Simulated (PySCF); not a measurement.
Species: C4H2F5O (charge +1).
Geometry (PBE0-D3(BJ)/def2-SVP, Å), atoms numbered from 1 in this order:
```
atom  x, y, z in Å
O1    -2.3322    1.5692    0.1800
C2    -1.7276    0.6401    0.0569
C3    -0.9963   -0.5726   -0.1165
C4     0.4736   -0.3289   -0.5982
F5     0.4373    0.4671   -1.6624
F6     0.9786   -1.5037   -0.9149
C7     1.3000    0.3449    0.5251
F8     1.3911   -0.4795    1.5504
F9     2.4757    0.7021    0.1019
F10    0.5978    1.4267    0.9078
H11   -1.5284   -1.1692   -0.8846
H12   -1.0192   -1.1214    0.8456
```

Linear response at PBE0/def2-SVPD (PySCF, frozen core in the response, non-relativistic). Isolated species at its PBE0-D3(BJ)/def2-SVP geometry (one conformer only).

Static isotropic polarisability: 49.48 au (7.33 Å³), principal values 42.1, 46.0, 60.3 au.

Problem. What is the polarisability at 1064 nm and at the sodium D line?

Solution. 49.74 au at 1064 nm (+0.5 %), 50.37 au at 589.3 nm (+1.8 %). The rise at 589.3 nm is 3.37 times that at 1064 nm; a pure ω² law gives 3.26. The lowest singlet lies at 208 nm, shorter than both wavelengths.

Problem. What is the isotropic C6 coefficient between two such ions, C6 = (3/π)∫α(iω)² dω?

Solution. 1386 au (Eh·bohr⁶) by a ten-point quadrature over imaginary frequencies, which is 828 eV·Å⁶ or 79.9 J·nm⁶/mol.

Problem. Which effective excitation energy ω̄ makes London's formula C6 = (3/4)α²ω̄ exact here?

Solution. ω̄ = 4·C6/(3α²) = 0.755 Eh = 20.5 eV. A one-pole form α(ω) = α/(1 − ω²/ω̄²) fitted to the 1064 nm value gives 15.9 eV.

Problem. How many electrons N does the Slater–Kirkwood formula C6 = (3/4)·√N·α^(3/2) need to give this C6?

Solution. N = (4·C6/3)²/α³ = 28.2; the species has 78 electrons in all.

Problem. What three-body coefficient follows from the one-pole estimate C9 = (3/4)·α·C6?

Solution. 51400 au. This is an estimate from the two numbers above, not a computed integral.

Problem. How anisotropic is the static polarisability, by Δα² = ½[(α1 − α2)² + (α2 − α3)² + (α3 − α1)²]?

Solution. Δα = 16.6 au, or 0.34 of the isotropic value.
